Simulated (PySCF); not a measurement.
Electronic absorption of Te(CCH)2

Compound: Te(CCH)2, C4H2Te.
SMILES: `C#C[Te]C#C`

Computed with PySCF, TDDFT CAM-B3LYP/def2-SVPD, vertical, gas phase, core orbitals frozen in the response, def2 core potentials past Kr. Isolated species at its PBE0-D3(BJ)/def2-SVP geometry, gas phase. Spin–orbit coupling is left out.

Task: What does the calculation give for the low-lying excited states?

Result: 

| state | λ (nm) | E (eV) | f | symmetry | main configurations (H = HOMO, L = LUMO) |
| --- | --- | --- | --- | --- | --- |
| S1 | 339.8 | 3.65 | 0.0000 | – | H→L (96%) |
| S2 | 268.6 | 4.62 | 0.0001 | – | H→L+1 (73%), H→L+2 (21%) |
| S3 | 236.2 | 5.25 | 0.0094 | B1 or B2 | H→L+2 (57%), H→L+1 (22%) |
| S4 | 215.5 | 5.75 | 0.027 | B1 or B2 | H→L+6 (60%), H-2→L (21%) |
| S5 | 206.7 | 6.00 | 0.028 | A1 | H-1→L (35%), H→L+5 (34%), H→L+8 (11%) |
| S6 | 204.6 | 6.06 | 0.0000 | – | H-3→L+2 (26%), H-4→L (16%), H→L+4 (16%) |
| S7 | 198.1 | 6.26 | 0.020 | B1 or B2 | H-3→L (43%), H→L+3 (33%), H→L+7 (12%) |
| S8 | 193.8 | 6.40 | 0.0003 | – | H→L+3 (49%), H-3→L (27%), H→L+2 (12%) |
| S9 | 190.7 | 6.50 | 0.132 | A1 | H→L+5 (54%), H-1→L (42%) |
| S10 | 189.2 | 6.55 | 0.0000 | – | H→L+4 (73%), H-3→L+1 (9%) |

Triplets (Tamm–Dancoff): T1 3.23 eV, H→L (94%); T2 4.10 eV, H→L+1 (78%), H→L+2 (12%); T3 4.80 eV, H→L+6 (51%), H-1→L+2 (10%), H-2→L (8%); T4 4.86 eV, H-1→L (28%), H-2→L+2 (16%), H-3→L+6 (11%).

The lowest singlet lies at 3.65 eV (340 nm, ultraviolet) and is dark (f under 0.0005); its leading configuration is HOMO→LUMO (96%). The most intense listed level is S9 at 6.50 eV (191 nm, f = 0.132), 2.85 eV above S1. Löwdin shares by element: HOMO tellurium 53%, carbon 35% or more; LUMO tellurium 60%, carbon 32% or more. Orbital energies (eV): HOMO-3 -9.95, HOMO-2 -9.93, HOMO-1 -9.72, HOMO -7.53, LUMO -0.26, LUMO+1 0.42, LUMO+2 0.90. Of the 10 states listed, 4 reach f = 0.01 and 5 stay under 0.0005. The vertical ionisation energy (ΔSCF) is 8.39 eV, 1.84 eV above S10. Symmetry labels in C2v follow from the direction of the transition dipole and are given only for states with f of 0.002 or more; B1 and B2 swap with the choice of axes. The window holds the lowest 10 singlets.
